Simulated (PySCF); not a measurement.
The vertical singlet excitations below were computed for one of the candidates. Computed with TDDFT CAM-B3LYP/def2-SVPD, vertical, gas phase, core orbitals frozen in the response in PySCF 2.14.0, density-fitted response routines. Geometries: GFN2-xTB, one conformer each.

| state | E (eV) | λ (nm) | f |
| --- | --- | --- | --- |
| S1 | 7.14 | 173.5 | 0.047 |
| S2 | 7.44 | 166.7 | 0.024 |
| S3 | 7.70 | 161.1 | 0.031 |
| S4 | 7.87 | 157.6 | 0.029 |
| S5 | 8.18 | 151.5 | 0.024 |
| S6 | 8.30 | 149.4 | 0.111 |
| S7 | 8.44 | 146.9 | 0.023 |
| S8 | 8.65 | 143.3 | 0.189 |

Orbital energies (eV): HOMO-3 -11.65, HOMO-2 -10.97, HOMO-1 -10.34, HOMO -10.05, LUMO 0.46, LUMO+1 0.70, LUMO+2 1.02.

Question: Which structure fits? All have the formula C3H9F3Si2.
A. `C[SiH2]C[SiH2]C(F)(F)F`
B. `C[SiH2][C@@H]([SiH3])C(F)(F)F`
C. `CC[Si@H]([SiH3])C(F)(F)F`

Answer: C. Its S1, at 7.14 eV, is the lowest among the candidates; the nearest of the others has S1 at 8.10 eV. S1 is HOMO→LUMO (84%). Löwdin shares by element: HOMO silicon 49%, carbon 26% or more (atoms not listed hold the other 25%); LUMO silicon 46%, carbon 18% or more (atoms not listed hold the other 36%). At the same level the other candidates give, for their lowest levels:
- `C[SiH2]C[SiH2]C(F)(F)F`: 8.10 eV (f 0.084); 8.40 eV (f 0.001); 8.43 eV (f 0.040); 8.63 eV (f 0.001); 8.66 eV (f 0.055); T1 7.67 eV; HOMO -10.31, LUMO 0.88 eV
- `C[SiH2][C@@H]([SiH3])C(F)(F)F`: 8.52 eV (f 0.113); 8.64 eV (f 0.039); 8.71 eV (f 0.051); 8.82 eV (f 0.002); 8.93 eV (f 0.017); T1 8.07 eV; HOMO -10.52, LUMO 0.99 eV

Conformer computed: `[CH3:1][CH2:2][Si@H:3]([SiH3:4])[C:5]([F:6])([F:7])[F:8]`: C1–C2–Si3–Si4 -62°, C2–Si3–C5–F6 -178°.
Triplets come from the Tamm–Dancoff approximation.
